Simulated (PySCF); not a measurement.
Choosing a molecule for a target property.

Each SMILES stands for a single optimised conformer of the isolated species (atoms past krypton carry core potentials, spin–orbit coupling is left out). Electronic properties by PySCF.

Dipoles, sizes and rotational constants follow the conformer. The torsions of the flexible species, by atom-mapped SMILES:
- `[CH2:1]=[CH:2][C:3](=[O:4])[C:5]#[N:6]`: C1–C2–C3–O4 -1°
- `[CH2:1]=[C:2]([F:3])[S:4][CH2:5][F:6]`: C1–C2–S4–C5 -25°, C2–S4–C5–F6 76°

The conformers of `CC(=O)OC1OCOCO1` aren't listed.

Question: Wanted: HOMO–LUMO gap between 6 eV and 7 eV (B3LYP/def2-SVPD) and static isotropic polarisability below 70 au (B3LYP/def2-SVPD), at PBE0-D3(BJ)/def2-SVP geometries. Which candidate meets both?
A. `[CH3][Sn]([CH3])([CH3])[GeH3]`
B. `CC(=O)OC1OCOCO1`
C. `C=C(F)SCF`
D. `C=CC(=O)C#N`

Answer: C. Computed values:
| species | HOMO–LUMO gap | static isotropic polarisability |
| --- | --- | --- |
| C=CC(=O)C#N | 5.10 eV | 56.5 au |
| C=C(F)SCF | 6.31 eV | 60.8 au |
| [CH3][Sn]([CH3])([CH3])[GeH3] | 6.80 eV | 119.0 au |
| CC(=O)OC1OCOCO1 | 7.64 eV | 77.1 au |
